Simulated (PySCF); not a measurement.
C3H4Cl2, SMILES ClC1(Cl)CC1.

Geometry optimised at ωB97X-D3(BJ)/def2-SVP.

Two levels are set side by side: TDA-PBE/def2-SVPD (PySCF) and TDA-ωB97X/def2-SVPD (PySCF). Vertical, same geometry. The lowest singlet is HOMO→LUMO 98 % with PBE and HOMO→LUMO 82 % with the other functional; states are paired by order. Differences are taken from unrounded values.

```
quantity                               TDA-ωB97X
-------------------------------------  ---------
lowest singlet excitation (eV)              6.87
lowest triplet excitation (TDA) (eV)        6.17
first bright state (f over 0.05) (eV)       8.55
its oscillator strength                     0.10
```

Problem. What does TDA-PBE give, and how far is it from TDA-ωB97X? (Estimate from the structure and the level; the computed values follow.)

Solution. 
```json
[
 {"quantity": "lowest singlet excitation (eV)", "TDA-PBE": "5.86", "TDA-PBE minus TDA-ωB97X": "-1.00"},
 {"quantity": "lowest triplet excitation (TDA) (eV)", "TDA-PBE": "5.36", "TDA-PBE minus TDA-ωB97X": "-0.81"},
 {"quantity": "first bright state (f over 0.05) (eV)", "TDA-PBE": "6.83", "TDA-PBE minus TDA-ωB97X": "-1.72"},
 {"quantity": "its oscillator strength", "TDA-PBE": "0.05", "TDA-PBE minus TDA-ωB97X": "-0.04"}
]
```

A lower first singlet is the usual sign of a functional without exact exchange. Differences between two approximate levels are no errors against the true value.

Rough cost on one machine, each run with all the roots and properties that it gave: TDA-ωB97X against TDA-PBE about 3 times.
